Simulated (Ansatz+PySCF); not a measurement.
Results of a calculation; reference values are marked as such.
Several solutions for singlet BeH2 in separate pieces

```csv
atom,x (Å),y (Å),z (Å)
H,0.0000,0.0000,-4.0173
Be,0.0000,0.0000,0.0000
H,0.0000,0.0000,4.0173
```

Basis set: cc-pVDZ (spherical functions). Charge 0, multiplicity 1.

PBE0 (restricted) was run from several starts with Ansatz (development build ahead of 0.2.0) and PySCF 2.14.0.

| run | program | start | converged | energy (hartree) | <S²> |
| --- | --- | --- | --- | --- | --- |
| A | Ansatz | atomic start, no search | yes | -15.52587 | 0.00 |
| B | PySCF | program defaults | no | – | – |
| C | Ansatz | search for the lowest state | yes | -15.52587 | 0.00 |
| D | Ansatz | stability test followed | yes | -15.52587 | 0.00 |
| E | PySCF | guess minao, instabilities followed | yes | -15.52586 | 0.00 |

Task: Which runs reached the lowest solution of this kind, and what is wrong with the others?

Result: A, C, D, E reached the lowest solution found. Not converged: B. Caution: charge can spread falsely over distant fragments. Caution: an unrestricted determinant lies well below (3.00 eV lower).
